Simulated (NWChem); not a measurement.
# hydrogen sulfate (HSO4 anion); SMILES O=S(=O)([O-])O

```xyz
6

O     -0.0635    -1.2876    -0.8234
S      0.0060     0.1720     0.0764
O      0.0549    -0.3424     1.4785
O     -1.2442     0.8746    -0.2956
O      1.2498     0.8265    -0.3944
H      0.0091    -1.9670    -0.1399
```
Atoms are numbered in this order, from 1.

All runs: NWChem. Sets without diffuse functions describe the anion's extra electron poorly. Geometry: optimised at B3LYP/def2-SVPD. GIAO values for the isolated, static molecule; σ is the absolute isotropic shielding.

| level | basis functions | σ O1 (ppm) | σ S2 (ppm) | σ O3 (ppm) | σ O4 (ppm) | σ O5 (ppm) | σ H6 (ppm) | relative time |
|---|---|---|---|---|---|---|---|---|
| PBE0/cc-pVDZ | 79 | 124.7 | 220.9 | 106.9 | 111.1 | 108.9 | 29.24 | 2 |
| PBE0/cc-pVTZ | 168 | 107.2 | 158.1 | 88.2 | 92.9 | 90.8 | 27.93 | 8 |
| PBE0/pcSseg-1 | 97 | 101.4 | 131.2 | 77.4 | 81.7 | 79.3 | 28.12 | 1 |
| PBE0/pcSseg-2 | 201 | 95.2 | 114.0 | 75.5 | 81.7 | 79.5 | 27.42 | 10 |

The last column is a rough cost ratio, cheapest run = 1.
